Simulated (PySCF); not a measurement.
H₅OSi₂, SMILES [SiH2]O[SiH3], multiplicity 2.

Geometry: PBE0-D3(BJ)/def2-TZVP. The isomer is the one that the SMILES or the coordinates give; other isomers of the formula were not compared.

Two levels are set side by side: PBE/def2-TZVPD (PySCF) and ωB97X/def2-TZVPD (PySCF). Same geometry, gas phase. Differences are taken from unrounded values.

```csv
quantity,ωB97X
α-spin orbital gap (eV),9.65
β-spin orbital gap (eV),10.51
dipole moment (D),0.36
mean polarisability (bohr³),60.7
```

Problem. What does PBE give, and how far is it from ωB97X? (An estimate is asked for; the answer gives what the named calculation found.)

Solution. 
```tsv
quantity	PBE	PBE minus ωB97X
α-spin orbital gap (eV)	3.57	-6.08
β-spin orbital gap (eV)	4.34	-6.17
dipole moment (D)	0.35	-0.01
mean polarisability (bohr³)	65.1	4.3
```

Loosely held outer electrons make PBE densities more polarisable. Differences between two approximate levels are no errors against the true value.

Rough cost on one machine, each run with all the roots and properties that it gave: ωB97X against PBE within a factor of 2.
